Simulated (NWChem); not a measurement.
# SiH3F; SMILES [SiH3]F

Results from NWChem. All runs use the structure optimised with PBE0/def2-SVP. Level: PBE0/def2-SVP with SMD (1 M gas to 1 M solution), gas-phase geometry. Reactions with the solvent are ignored.

Problem. Predict the results for solvent diethyl ether. Quantities: solvation free energy (kcal/mol); cavity-dispersion-structure term (kcal/mol); dipole in solution (D).

Solution. 
```json
{
  "solvation free energy (kcal/mol)": "-1.3",
  "cavity-dispersion-structure term (kcal/mol)": "-0.2",
  "dipole in solution (D)": "1.61"
}
```
